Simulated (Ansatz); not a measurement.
Born–Oppenheimer molecular dynamics of ClF2GeH (5 atoms, charge 0, multiplicity 1). It starts at the highest image of a converged band. Of that band: Neighbouring images differ by up to 1.3 eV, so the band resolves the path poorly. A vibrational analysis at the climbing image gives one clearly imaginary mode, 1115i cm⁻¹: a first-order saddle point.

Level of theory: Ansatz, RKS PBE/def2-SVP.

- ensemble: NVE (velocity Verlet)
- time step: 0.5 fs
- steps asked: 200
- starting velocities drawn for: 100 K
- seed: 2200

First frame:

```xyz
5
Properties=species:S:1:pos:R:3
Ge -0.233 0.050 0.351
H 0.961 -0.024 1.452
F 1.740 0.004 0.308
Cl -0.860 1.756 -0.833
F -0.669 -1.346 -0.614
```

Task: How far do the bonds stretch over the last three quarters of this one trajectory? (Pairs bonded in most of those frames.)

Result: 
```json
{"bond": "Ge1–Cl4", "mean (Å)": "2.271", "spread (Å)": "0.085", "shortest": "2.11", "longest": "2.38"}
{"bond": "Ge1–F5", "mean (Å)": "1.781", "spread (Å)": "0.023", "shortest": "1.74", "longest": "1.81"}
{"bond": "H2–F3", "mean (Å)": "0.952", "spread (Å)": "0.058", "shortest": "0.86", "longest": "1.04"}
```

Mean temperature of the second half: 2290 K. The conserved energy stayed within 0.83 meV per atom of its start (net change 0.16 meV per atom), so the integration is sound. The system heated up, since it started high on the potential surface and ran downhill. A run of 0.1 ps of so small a system gives no equilibrium averages. The orbitals stay closed-shell, which can raise the energy where a bond breaks towards radicals; this wasn't checked here.

Run time: 2.4 min on 2 threads of AMD EPYC 7R43 64-Core Processor (Zen 3), on a shared host, peak memory 0.13 GiB.
